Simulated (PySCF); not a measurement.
PySCF job for HO3, SMILES O(O)[O], multiplicity 2, TDA-PBE/def2-TZVPD. Coordinates come from a TPSSh-D3(BJ)/def2-TZVP optimisation. The values are those of a single conformer.

```python
import numpy as np
from pyscf import gto, scf, dft, tdscf

mol = gto.M(
    atom='''
    O    -0.28315277   -1.15057051    0.00000000
    O     0.50157978    0.20922443    0.00000000
    H     0.48870279   -1.74544025    0.00000000
    O    -0.27951486    1.15952611    0.00000000
    ''',
    basis='def2-TZVPD',
    charge=0,
    spin=1,
    max_memory=1600,
    verbose=4,
)
mf = dft.UKS(mol, xc='pbe').density_fit(auxbasis='def2-universal-jkfit')
mf.grids.level = 3
mf.conv_tol = 1e-9
mf.max_cycle = 100
mf.kernel()
fine, coarse = mf.grids, dft.Grids(mol).set(level=1).build(with_non0tab=True)
for _ in range(3):  # follow internal instabilities
    mf.grids = coarse
    mo, _, stable, _ = mf.stability(return_status=True, nroots=4)
    mf.grids = fine
    if stable:
        break
    mf.kernel(mf.make_rdm1(mo, mf.mo_occ))
mf.grids = dft.Grids(mol).set(level=1).build(with_non0tab=True)  # coarser grid for the response kernel
td = tdscf.TDA(mf)
td.nstates = 10
td.conv_tol = 1e-4
td.positive_eig_threshold = 1e-6
td.kernel(x0=td.get_init_guess(mf, 15))
td.analyze()
```

Log of the run:

```
PySCF version 2.14.0

[INPUT] verbose = 4
[INPUT] num. atoms = 4
[INPUT] num. electrons = 25
[INPUT] charge = 0
[INPUT] spin (= nelec alpha-beta = 2S) = 1
[INPUT] symmetry False subgroup None
[INPUT] Mole.unit = angstrom
[INPUT] Symbol           X                Y                Z      unit          X                Y                Z       unit  Magmom
[INPUT]  1 O     -0.283152770000  -1.150570510000   0.000000000000 AA   -0.535081186712  -2.174263150901   0.000000000000 Bohr   0.0
[INPUT]  2 O      0.501579780000   0.209224430000   0.000000000000 AA    0.947848413820   0.395376871268   0.000000000000 Bohr   0.0
[INPUT]  3 H      0.488702790000  -1.745440250000   0.000000000000 AA    0.923514429411  -3.298404039292   0.000000000000 Bohr   0.0
[INPUT]  4 O     -0.279514860000   1.159526110000   0.000000000000 AA   -0.528206533146   2.191186782182   0.000000000000 Bohr   0.0

nuclear repulsion = 71.6830638494209
number of shells = 47
number of NR pGTOs = 176
number of NR cGTOs = 129
basis = def2-TZVPD
ecp = {}


******** <class 'pyscf.df.df_jk.DFUKS'> ********
method = DFUKS
initial guess = minao
damping factor = 0
level_shift factor = 0
DIIS = <class 'pyscf.scf.diis.CDIIS'>
diis_start_cycle = 1
diis_space = 8
diis_damp = 0
SCF conv_tol = 1e-09
SCF conv_tol_grad = None
SCF max_cycles = 100
direct_scf = False
number electrons alpha = 13  beta = 12
XC library pyscf.dft.libxc version 7.1.2
    S. Lehtola, C. Steigemann, M. J. T. Oliveira, and M. A. L. Marques,  SoftwareX 7, 1–5 (2018)
XC functionals = pbe
    J. P. Perdew, K. Burke, and M. Ernzerhof,  Phys. Rev. Lett. 77, 3865 (1996)
    J. P. Perdew, K. Burke, and M. Ernzerhof,  Phys. Rev. Lett. 78, 1396 (1997)
    J. P. Perdew, K. Burke, and M. Ernzerhof,  Phys. Rev. Lett. 77, 3865 (1996)
    J. P. Perdew, K. Burke, and M. Ernzerhof,  Phys. Rev. Lett. 78, 1396 (1997)
radial grids:
    Treutler-Ahlrichs [JCP 102, 346 (1995); DOI:10.1063/1.469408] (M4) radial grids

becke partition: Becke, JCP 88, 2547 (1988); DOI:10.1063/1.454033
pruning grids: <function nwchem_prune>
grids dens level: 3
symmetrized grids: False
atomic radii adjust function: <function treutler_atomic_radii_adjust>
small_rho_cutoff = 0
Set gradient conv threshold to 3.16228e-05
tot grids = 52056
init E= -226.26987689215
  alpha nocc = 13  HOMO = -0.237572015439554  LUMO = -0.145027104596359
  beta  nocc = 12  HOMO = -0.335781721400113  LUMO = -0.237572015439568

WARN: HOMO -0.237572015439554 >= LUMO -0.237572015439568

cycle= 1 E= -225.857553828844  delta_E= 0.412  |g|= 0.555  |ddm|= 1.18
  alpha nocc = 13  HOMO = -0.147754824535468  LUMO = -0.061020792484058
  beta  nocc = 12  HOMO = -0.187924358760044  LUMO = -0.135233619100298
  HOMO = -0.147754824535  LUMO = -0.1352336191  gap/eV = 0.34072
cycle= 2 E= -224.491524153588  delta_E= 1.37  |g|=  1.8  |ddm|= 1.11
  alpha nocc = 13  HOMO = -0.159700199503916  LUMO = -0.0925355121365102
  beta  nocc = 12  HOMO = -0.238970461616759  LUMO = -0.111927862860582
  HOMO = -0.159700199504  LUMO = -0.111927862861  gap/eV = 1.29995
cycle= 3 E= -225.565446755781  delta_E= -1.07  |g|= 0.953  |ddm|= 1.21
  alpha nocc = 13  HOMO = -0.206301535068626  LUMO = -0.0941396712323197
  beta  nocc = 12  HOMO = -0.265261907918515  LUMO = -0.15510466829177
  HOMO = -0.206301535069  LUMO = -0.155104668292  gap/eV = 1.39314
cycle= 4 E= -225.951786089699  delta_E= -0.386  |g|= 0.176  |ddm|= 0.571
  alpha nocc = 13  HOMO = -0.24662080129356  LUMO = -0.131494626467358
  beta  nocc = 12  HOMO = -0.293149567785651  LUMO = -0.191239778419259
  HOMO = -0.246620801294  LUMO = -0.191239778419  gap/eV = 1.50699
cycle= 5 E= -225.961004819301  delta_E= -0.00922  |g|= 0.0786  |ddm|= 0.134
  alpha nocc = 13  HOMO = -0.232089172201199  LUMO = -0.113777939437242
  beta  nocc = 12  HOMO = -0.278515191979319  LUMO = -0.174341064100112
  HOMO = -0.232089172201  LUMO = -0.1743410641  gap/eV = 1.57141
cycle= 6 E= -225.963253682354  delta_E= -0.00225  |g|= 0.0129  |ddm|= 0.0483
  alpha nocc = 13  HOMO = -0.233990542586554  LUMO = -0.11590716252757
  beta  nocc = 12  HOMO = -0.280243456463827  LUMO = -0.175567832847328
  HOMO = -0.233990542587  LUMO = -0.175567832847  gap/eV = 1.58976
cycle= 7 E= -225.963316550628  delta_E= -6.29e-05  |g|= 0.00267  |ddm|= 0.00899
  alpha nocc = 13  HOMO = -0.233978361940473  LUMO = -0.115824701725657
  beta  nocc = 12  HOMO = -0.280110979854881  LUMO = -0.175285849194609
  HOMO = -0.23397836194  LUMO = -0.175285849195  gap/eV = 1.59710
cycle= 8 E= -225.963320292105  delta_E= -3.74e-06  |g|= 0.00181  |ddm|= 0.00324
  alpha nocc = 13  HOMO = -0.234033762690174  LUMO = -0.115831795732753
  beta  nocc = 12  HOMO = -0.280151902430563  LUMO = -0.175299321156928
  HOMO = -0.23403376269  LUMO = -0.175299321157  gap/eV = 1.59825
cycle= 9 E= -225.963322156951  delta_E= -1.86e-06  |g|= 0.000419  |ddm|= 0.00169
  alpha nocc = 13  HOMO = -0.234034261665983  LUMO = -0.115807232864576
  beta  nocc = 12  HOMO = -0.280150852152579  LUMO = -0.175284562962823
  HOMO = -0.234034261666  LUMO = -0.175284562963  gap/eV = 1.59866
cycle= 10 E= -225.963322353953  delta_E= -1.97e-07  |g|= 0.000299  |ddm|= 0.0011
  alpha nocc = 13  HOMO = -0.234032569617433  LUMO = -0.11582265602447
  beta  nocc = 12  HOMO = -0.280150232154996  LUMO = -0.175281831287066
  HOMO = -0.234032569617  LUMO = -0.175281831287  gap/eV = 1.59869
cycle= 11 E= -225.963322400283  delta_E= -4.63e-08  |g|= 4.74e-05  |ddm|= 0.000256
  alpha nocc = 13  HOMO = -0.234033219264241  LUMO = -0.115826491097415
  beta  nocc = 12  HOMO = -0.280150964465002  LUMO = -0.175280184019726
  HOMO = -0.234033219264  LUMO = -0.17528018402  gap/eV = 1.59875
cycle= 12 E= -225.963322403499  delta_E= -3.22e-09  |g|= 8.6e-06  |ddm|= 0.000153
  alpha nocc = 13  HOMO = -0.234033033380626  LUMO = -0.115825841825327
  beta  nocc = 12  HOMO = -0.280151207846286  LUMO = -0.175279908047315
  HOMO = -0.234033033381  LUMO = -0.175279908047  gap/eV = 1.59875
cycle= 13 E= -225.963322403537  delta_E= -3.79e-11  |g|= 2.44e-06  |ddm|= 8.99e-06
  alpha nocc = 13  HOMO = -0.234033139820944  LUMO = -0.115825946186682
  beta  nocc = 12  HOMO = -0.280151010233023  LUMO = -0.175279874994658
  HOMO = -0.234033139821  LUMO = -0.175279874995  gap/eV = 1.59876
Extra cycle  E= -225.963322403526  delta_E= 1.06e-11  |g|= 6.28e-06  |ddm|= 3.84e-06
converged SCF energy = -225.963322403526  <S^2> = 0.753362  2S+1 = 2.0033592
tot grids = 18016
uhf_internal: lowest eigs of H = [0.1806487  0.18914874 0.20223542 0.23984767]
<class 'pyscf.df.df_jk.DFUKS'> wavefunction is stable in the internal stability analysis
tot grids = 18016
Overwritten attributes  positive_eig_threshold  of <class 'pyscf.tdscf.uks.TDA'>


******** <class 'pyscf.tdscf.uks.TDA'> for <class 'pyscf.df.df_jk.DFUKS'> ********
nstates = 10
deg_eia_thresh = 1.000e-03
wfnsym = None
conv_tol = 0.0001
eigh lindep = 1e-12
eigh level_shift = 0
eigh max_cycle = 100


Excitation energies (eV)
[2.72023757 2.93891724 3.2858237  3.64044757 4.36960514 5.23836955
 5.85398923 5.9425302  6.85096641 7.06973033]

** Excitation energies and oscillator strengths **
Excited State   1:      2.72024 eV    455.78 nm  f=0.0000
      13a ->   14a      0.33740
      12b ->   13b     -0.93648
Excited State   2:      2.93892 eV    421.87 nm  f=0.0000
      13a ->   14a      0.93218
      11b ->   14b      0.12981
      12b ->   13b      0.32905
Excited State   3:      3.28582 eV    377.33 nm  f=0.0069
      12a ->   14a      0.38010
      11b ->   13b     -0.91612
Excited State   4:      3.64045 eV    340.57 nm  f=0.0001
      12a ->   14a     -0.63769
      11b ->   13b     -0.18697
      12b ->   14b      0.74326
Excited State   5:      4.36961 eV    283.74 nm  f=0.0000
      11a ->   14a      0.57137
      13a ->   14a      0.11309
      11b ->   14b     -0.80479
      12b ->   13b      0.10227
Excited State   6:      5.23837 eV    236.68 nm  f=0.0001
      11a ->   14a     -0.81073
      11b ->   14b     -0.57680
Excited State   7:      5.85399 eV    211.79 nm  f=0.0011
      13a ->   15a     -0.99773
Excited State   8:      5.94253 eV    208.64 nm  f=0.0003
      10b ->   13b      0.99590
Excited State   9:      6.85097 eV    180.97 nm  f=0.0006
      10a ->   14a     -0.75486
       9b ->   13b      0.12531
      10b ->   14b      0.62200
Excited State  10:      7.06973 eV    175.37 nm  f=0.0334
       7a ->   14a     -0.11472
      12a ->   14a     -0.27565
      12a ->   15a      0.13277
      13a ->   18a      0.14375
       9b ->   13b     -0.34058
      10b ->   14b      0.12211
      11b ->   13b     -0.12184
      12b ->   14b     -0.26786
      12b ->   15b     -0.78281

** Transition electric dipole moments (AU) **
state          X           Y           Z        Dip. S.      Osc.
  1        -0.0000     -0.0000     -0.0094      0.0001      0.0000
  2        -0.0000      0.0000      0.0117      0.0001      0.0000
  3        -0.0237      0.2912     -0.0000      0.0853      0.0069
  4         0.0037      0.0383      0.0000      0.0015      0.0001
  5         0.0000      0.0000      0.0063      0.0000      0.0000
  6         0.0000     -0.0000      0.0214      0.0005      0.0001
  7        -0.0000     -0.0000      0.0876      0.0077      0.0011
  8         0.0000     -0.0000     -0.0448      0.0020      0.0003
  9        -0.0263     -0.0511      0.0000      0.0033      0.0006
 10         0.1225      0.4219     -0.0000      0.1930      0.0334

** Transition velocity dipole moments (imaginary part, AU) **
state          X           Y           Z        Dip. S.      Osc.
  1        -0.0000     -0.0000      0.0305      0.0009      0.0062
  2         0.0000     -0.0000      0.0305      0.0009      0.0058
  3         0.0070     -0.0395      0.0000      0.0016      0.0089
  4        -0.0008     -0.0074      0.0000      0.0001      0.0003
  5        -0.0000     -0.0000      0.0155      0.0002      0.0010
  6         0.0000      0.0000      0.0371      0.0014      0.0048
  7        -0.0000     -0.0000      0.0113      0.0001      0.0004
  8         0.0000      0.0000      0.0060      0.0000      0.0001
  9         0.0022     -0.0000      0.0000      0.0000      0.0000
 10        -0.0000     -0.0313     -0.0000      0.0010      0.0025

** Transition magnetic dipole moments (imaginary part, AU) **
state          X           Y           Z
  1         0.5254     -0.7901      0.0000
  2         0.0664      0.0390     -0.0000
  3        -0.0000      0.0000      0.0786
  4         0.0000     -0.0000      0.0272
  5        -0.0650      0.0855      0.0000
  6        -0.6768      0.3624     -0.0000
  7         0.1001     -0.1024      0.0000
  8         0.1449      0.3644     -0.0000
  9        -0.0000     -0.0000      0.1018
 10         0.0000      0.0000     -0.2732
```

The run converged.
